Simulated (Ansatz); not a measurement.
Program: Ansatz. Geometries: PBE0-D4/def2-TZVP. ΔE: electronic, gas phase. CCSD(T)/CBS is the MP2 limit (def2-TZVPP, def2-QZVPP) plus CCSD(T) − MP2 in def2-TZVPP, frozen cores. This one scheme is used for every species. One conformer a species, not always the lowest.

Consider the formal exchange of groups at the Si–N bond: `CN(C)N[SiH3]` + `NC=O` → `NC(=O)[SiH3]` + `CN(C)N`.

```
       species  CCSD(T)/CBS(def2) energy (Eh)
`CN(C)N[SiH3]`                     -480.57065
        `NC=O`                     -169.73435
`NC(=O)[SiH3]`                     -460.00765
      `CN(C)N`                     -190.27369
```

Work out ΔE.

ΔE = (-460.00765) + (-190.27369) − (-480.57065) − (-169.73435) = 0.02366 Eh = +14.8 kcal/mol.

Largest T1 diagnostic among the species: 0.016.

In def2-TZVPP, CCSD(T) changes the Hartree–Fock value by −2.9 kcal/mol (the triples alone add −0.6 kcal/mol) and MP2 by −1.6 kcal/mol. The D4 term adds +0.9 kcal/mol with B3LYP and +0.6 kcal/mol with PBE0; it sums over pairs of atoms, weighted by their polarisabilities, and B3LYP, whose exchange is more repulsive, gets the larger term.

B3LYP here is the variant with VWN-RPA as its local correlation; programs differ in this.
